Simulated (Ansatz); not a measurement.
`C[O][V](=[O])([OH])[OH]`, relaxed with RKS PBE0-D4/def2-TZVP in the Gaussian-basis code of Ansatz from a PBE-D4/def2-SVP geometry. The force threshold is 0.005 eV/Å; the program also tests the step.

Total charge 0; spin multiplicity 1.

Start:

```xyz
11

C    -0.259    1.887   -0.493
O     0.036    0.793    0.341
V     0.103   -0.947    0.087
O    -0.426   -1.273   -1.360
O    -0.892   -1.748    1.325
O     1.792   -1.526    0.167
H    -0.653    1.554   -1.479
H     0.658    2.495   -0.662
H    -1.018    2.536   -0.003
H    -1.569   -2.393    1.045
H     2.228   -1.380    1.031
```

| step | energy (eV) | largest force (eV/Å) | largest move (Å) |
| --- | --- | --- | --- |
| 1 | -34986.7976 | 0.981 | 0.000 |
| 2 | -34986.8400 | 0.363 | 0.023 |
| 3 | -34986.8455 | 0.039 | 0.009 |
| 4 | -34986.8461 | 0.036 | 0.007 |
| 5 | -34986.8468 | 0.020 | 0.017 |
| 6 | -34986.8468 | 0.007 | 0.002 |
| 7 | -34986.8468 | 0.009 | 0.003 |
| 8 | -34986.8468 | 0.005 | 0.005 |
| 9 | -34986.8468 | 0.003 | 0.003 |
| 10 | -34986.8468 | 0.002 | 0.008 |

End:

```xyz
11

C    -0.261    1.881   -0.494
O     0.039    0.781    0.322
V     0.103   -0.943    0.077
O    -0.414   -1.276   -1.353
O    -0.901   -1.724    1.308
O     1.780   -1.520    0.177
H    -0.628    1.559   -1.473
H     0.638    2.488   -0.630
H    -1.026    2.490   -0.004
H    -1.580   -2.359    1.065
H     2.249   -1.378    1.006
```

Hardware: 3 threads of an AMD EPYC 7R13 on a shared host and a share of an NVIDIA H100 80 GB. Wall time 14 s, peak host memory 0.91 GiB.
